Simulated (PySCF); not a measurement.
Run record: excited-state job, `C[Si@](Cl)([GeH3])[SiH2]Cl`.

Method: TDDFT wB97X-D/def2-SVPD, vertical, gas phase, core orbitals frozen in the response (PySCF 2.14.0, density-fitted response routines). Geometry: GFN2-xTB. The command runs a driver script over a list of jobs; the input below is this job's line of settings and its coordinates in Å.

Command:
```bash
OMP_NUM_THREADS=1 python probes_run.py task.json out
```

Input:
```
{"job": {"kind": "uv", "xc": "wB97X-D", "basis": "def2-SVPD", "nstates": 8, "ntriplets": 3}, "charge": 0, "multiplicity": 1}
C     -0.400330     1.845779    -0.485736
Si    -0.168175     0.226881     0.500798
Cl    -0.431149     0.688060     2.479018
Ge     2.090404    -0.446874     0.298130
Si    -1.723904    -1.408827    -0.097191
Cl    -1.357921    -1.901701    -2.025034
H     -1.399706     2.254851    -0.362719
H      0.308381     2.604941    -0.161468
H     -0.240969     1.676045    -1.547333
H      2.443515    -1.655237     1.111216
H      3.113283     0.565851     0.719728
H      2.504969    -0.818563    -1.092887
H     -1.615328    -2.648137     0.676417
H     -3.123748    -0.983542    -0.035106
```

Output:
```
coarse grid: 57832 points
cycle   1  E = -3618.6488181030  dE = -2.754e-01  |g| = 5.134e-01  |ddm| = 4.573e+00
cycle   2  E = -3618.6727194812  dE = -2.390e-02  |g| = 4.528e-01  |ddm| = 1.380e+00
cycle   3  E = -3618.7133986303  dE = -4.068e-02  |g| = 2.597e-02  |ddm| = 6.342e-01
cycle   4  E = -3618.7136495860  dE = -2.510e-04  |g| = 1.325e-02  |ddm| = 1.102e-01
cycle   5  E = -3618.7136911403  dE = -4.155e-05  |g| = 2.754e-03  |ddm| = 2.968e-02
cycle   6  E = -3618.7136933671  dE = -2.227e-06  |g| = 8.230e-04  |ddm| = 8.301e-03
final grid: 114568 points
cycle   7  E = -3618.7127378363  dE = -2.575e-06  |g| = 1.132e-03  |ddm| = 1.903e-02
cycle   8  E = -3618.7127380492  dE = -2.129e-07  |g| = 7.269e-04  |ddm| = 3.903e-03
cycle   9  E = -3618.7127381814  dE = -1.321e-07  |g| = 9.277e-05  |ddm| = 1.282e-03
cycle  10  E = -3618.7127381857  dE = -4.330e-09  |g| = 4.159e-05  |ddm| = 3.474e-04
cycle  11  E = -3618.7127381866  dE = -8.904e-10  |g| = 7.101e-06  |ddm| = 1.400e-04
converged SCF energy = -3618.7127381866

Static polarisability (au): isotropic 125.700, principal 113.443 127.853 135.805

Singlet excitations
state   eV       nm        f      main configurations
  1   5.8570    211.7   0.01241   H->L 0.91
  2   6.5052    190.6   0.15458   H->L+1 0.86
  3   6.5216    190.1   0.01107   H-1->L 0.89
  4   7.1471    173.5   0.00073   H-2->L 0.85
  5   7.1989    172.2   0.03983   H-1->L+1 0.91
  6   7.4721    165.9   0.01547   H->L+5 0.48, H-5->L 0.14, H->L+2 0.08
  7   7.5967    163.2   0.29378   H->L+4 0.74, H->L+2 0.12
  8   7.6872    161.3   0.05506   H->L+2 0.55, H->L+3 0.15, H->L+4 0.13

Triplet excitations (Tamm-Dancoff, eV): 5.3020 5.7508 6.0812
```

The SCF starts on a coarse grid where the log names one; the energy can jump when the final grid takes over, and dE then counts from the start density on the new grid. H and L stand for HOMO and LUMO; the number after each pair is its weight.

Task: Give the mean polarisability as a volume in Å³, and the ratio of the largest to the smallest principal value.

Result: 125.700 au × 0.148185 = 18.63 Å³; 135.805/113.443 = 1.20.

Task: Which computed singlet has the largest oscillator strength, and what do all of them sum to?

Result: State 7 at 7.60 eV (163 nm), f = 0.294; the 8 states sum to 0.583.

Main results: HOMO -9.65 eV, LUMO 0.61 eV; lowest singlet 5.86 eV; lowest triplet 5.30 eV (Tamm–Dancoff); mean polarisability 125.7 au.

 Relativistic effects, spin–orbit coupling among them, are left out although an element past zinc is present.

Task: Estimate the wall time. Hardware: an Arm Neoverse N1 with one thread, shared host. And the peak memory of the process?

Result: About 1.9 min (density and orbital grids were written too), with 0.98 GiB resident at the peak, the Python interpreter and its libraries included.

One conformer stands for the species.
Labels such as C1 count atoms from 1, the log's own numbers from 0.

The pairwise dispersion term of wB97X-D wasn't added to the energies; at a given geometry it leaves orbitals and properties as they are.
